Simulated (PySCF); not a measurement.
Species: 5,5-difluoro-1,3-dioxane, C4H6F2O2.
Bonds: F1–C2, C2–F3, C2–C4, C4–O5, O5–C6, C6–O7, O7–C8, C2–C8. Hydrogens: H9, H10 on C4; H11, H12 on C6; H13, H14 on C8.

The same species was optimised twice, with GFN2-xTB and with PBE0-D3(BJ)/def2-SVP (PySCF), and the same property calculations (PySCF, gas phase) were run on both structures.

```csv
coordinate,GFN2-xTB,PBE0-D3(BJ)/def2-SVP,change
C2–C8 (Å),1.534,1.519,-0.015
C2–C4 (Å),1.534,1.520,-0.014
C2–F3 (Å),1.366,1.356,-0.010
O7–C8 (Å),1.406,1.400,-0.006
C4–O5 (Å),1.406,1.400,-0.006
O5–C6 (Å),1.397,1.391,-0.006
F1–C2 (Å),1.357,1.352,-0.005
C6–O7 (Å),1.397,1.392,-0.005
F1–C2–F3 (°),105.0,107.5,+2.5
F1–C2–C4 (°),111.0,109.6,-1.4
F1–C2–C8 (°),111.0,109.8,-1.2
C2–C4–O5 (°),111.4,110.2,-1.2
C2–C8–O7 (°),111.4,110.4,-1.0
C4–C2–C8 (°),111.2,110.7,-0.5
F3–C2–C4 (°),109.2,109.6,+0.4
F3–C2–C8 (°),109.2,109.5,+0.3
```

Rotational constants: A = 3436, B = 1832, C = 1587 MHz (GFN2-xTB) against A = 3467, B = 1881, C = 1634 MHz (PBE0-D3(BJ)/def2-SVP). Point groups within 0.08 Å: Cs and Cs.

On the GFN2-xTB structure: HOMO (eV) -8.07 [PBE0/pcSseg-1]; LUMO (eV) 1.22 [PBE0/pcSseg-1]; dipole (D) 2.26 [PBE0/pcSseg-1]; GIAO shielding of F1/F3 (mean) (ppm) 303.6 [PBE0/pcSseg-1]; GIAO shielding of C2 (ppm) 68.6 [PBE0/pcSseg-1]; GIAO shielding of C4/C8 (mean) (ppm) 112.5 [PBE0/pcSseg-1]; GIAO shielding of O5/O7 (mean) (ppm) 269.0 [PBE0/pcSseg-1]; GIAO shielding of C6 (ppm) 90.8 [PBE0/pcSseg-1].

Q: What do these properties become on the PBE0-D3(BJ)/def2-SVP structure?

A: 
| property | level | on GFN2-xTB | on PBE0-D3(BJ)/def2-SVP | change |
| --- | --- | --- | --- | --- |
| HOMO (eV) | PBE0/pcSseg-1 | -8.07 | -8.06 | +0.01 |
| LUMO (eV) | PBE0/pcSseg-1 | 1.22 | 1.26 | +0.04 |
| dipole (D) | PBE0/pcSseg-1 | 2.26 | 2.31 | +0.05 |
| energy, GFN2-xTB geometry as zero (kcal/mol) | PBE0/pcSseg-1 | 0.0 | -0.5 | -0.5 |
| GIAO shielding of F1/F3 (mean) (ppm) | PBE0/pcSseg-1 | 303.6 | 311.2 | +7.6 |
| GIAO shielding of C2 (ppm) | PBE0/pcSseg-1 | 68.6 | 71.2 | +2.6 |
| GIAO shielding of C4/C8 (mean) (ppm) | PBE0/pcSseg-1 | 112.5 | 112.9 | +0.4 |
| GIAO shielding of O5/O7 (mean) (ppm) | PBE0/pcSseg-1 | 269.0 | 268.6 | -0.4 |
| GIAO shielding of C6 (ppm) | PBE0/pcSseg-1 | 90.8 | 90.5 | -0.3 |

The heavy atoms differ by 0.052 Å rms after alignment. Among bonds between heavy atoms C2–C4 and C2–C8 change most and about equally (-0.015 to -0.014 Å). Changes are differences of the printed values. Neither structure is proved a minimum here.
